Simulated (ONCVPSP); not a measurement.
## Before and after: ONCV potential for Lu (Z = 71)

```
Element                 : lutetium
Generator               : ONCVPSP 4.0.1
Type                    : optimised norm-conserving Vanderbilt (ONCV)
Functional              : PBE
Relativity              : fully relativistic
Frozen core             : [Kr] 4d10 5s2
Valence charge          : 23
Reference configuration : 4f13.5 5p6 5d1.5 6s2
Partial waves           : 6s: rc 2.75 bohr, ncon 4, nbas 7, qcut 2 1/bohr, 1 projector; 5p: rc 2.20 bohr, ncon 5, nbas 9, qcut 7.3 1/bohr, 2 projectors, debl 2.6 Ha; 5d: rc 2.40 bohr, ncon 4, nbas 9, qcut 5.2 1/bohr, 2 projectors, debl 1.5 Ha; 4f: rc 0.55 bohr, ncon 3, nbas 6, qcut 19.6 1/bohr, 2 projectors, debl 3.1 Ha
Local potential         : polynomial inside 0.55 bohr (lpopt 4, dvloc0 6 Ha)
Core correction         : Teter function, fcfact 5.75, rcfact 1.1
```

Open shells are filled in proportion to 2j + 1.

All-electron outer shells of the reference configuration (PBE, scalar-relativistic, ld1.x):

```json
{"shell": "5s", "level (eV)": "-63.14", "outermost node (bohr)": "0.57", "outermost maximum (bohr)": "1.04"}
{"shell": "5p", "level (eV)": "-33.30", "outermost node (bohr)": "0.61", "outermost maximum (bohr)": "1.19"}
{"shell": "4f", "level (eV)": "-13.13", "outermost node (bohr)": "–", "outermost maximum (bohr)": "0.47"}
{"shell": "6s", "level (eV)": "-4.86", "outermost node (bohr)": "1.40", "outermost maximum (bohr)": "3.00"}
{"shell": "5d", "level (eV)": "-2.28", "outermost node (bohr)": "0.68", "outermost maximum (bohr)": "1.75"}
```

Change: local potential polynomial inside 0.45 bohr (lpopt 5, dvloc0 0 Ha).

Cutoffs: the cutoffs (Ha) at which the residual kinetic energy of the hardest occupied pseudo-wave falls to 1 and 0.1 mHa per electron; they do not see the model core or the augmentation charge, which bear on the density cutoff. Errors are all-electron minus pseudo energies relative to the spin-unpolarised reference configuration.

Question: What does the change do?

Answer: Both files keep a bound ghost (d, p, s); the lowest positive-energy flag moves from none to d5/2 at 33.8 eV; the errors of the 4 common tests hardly move; the range in which the s phases agree widens (upper end 0.5 → 1.7); the range in which the d5/2 phases agree narrows (upper end at the end of the scan → 1.2).

```tsv
quantity	base	changed
bound ghosts	s, p3/2, p1/2, d3/2	s, p3/2, p1/2, d3/2
GHOST(+) flags under 300 eV	none	d5/2 at 33.8 eV
error for 4f14 5p6 5d1 6s2, meV [ΔE -4.64 eV]	-61	-62
error for 4f14 5p6 5d1 6s1, meV [ΔE 2.72 eV]	-107	-104
error for 4f14 5p6 5d1 6s0, meV [ΔE 16.00 eV]	-179	-175
error for 4f14 5p6 5d1 6s0 6p2, meV [ΔE 2.34 eV]	-198	-193
s: phases at 2.79 bohr within 0.05 rad from the reference energy up to (Ha; the scan ends near 5)	0.5	1.7
p3/2: phases at 2.23 bohr within 0.05 rad from the reference energy up to (Ha; the scan ends near 5)	to the end of the scan	to the end of the scan
p1/2: phases at 2.23 bohr within 0.05 rad from the reference energy up to (Ha; the scan ends near 5)	to the end of the scan	to the end of the scan
d5/2: phases at 2.44 bohr within 0.05 rad from the reference energy up to (Ha; the scan ends near 5)	to the end of the scan	1.2
d3/2: phases at 2.44 bohr within 0.05 rad from the reference energy up to (Ha; the scan ends near 5)	to the end of the scan	to the end of the scan
f7/2: phases at 0.56 bohr within 0.05 rad from the reference energy up to (Ha; the scan ends near 5)	to the end of the scan	to the end of the scan
f5/2: phases at 0.56 bohr within 0.05 rad from the reference energy up to (Ha; the scan ends near 5)	to the end of the scan	to the end of the scan
rms error of d²Exc/dni dnj with the model core, mHa	5.18	5.18
```

Base: These tests converged, but a pseudo level misses the all-electron one widely, so the file describes the atom poorly there or has found another state: 4f14 5p6 5d1 6s0 6p2: empty 6s by 10.3 eV. Changed file: These tests converged, but a pseudo level misses the all-electron one widely, so the file describes the atom poorly there or has found another state: 4f14 5p6 5d1 6s0 6p2: empty 6s by 10.3 eV. A true bound ghost makes a file unfit for plane-wave use even where its test errors are small: the radial tests pick states by their node count and pass the ghost by.
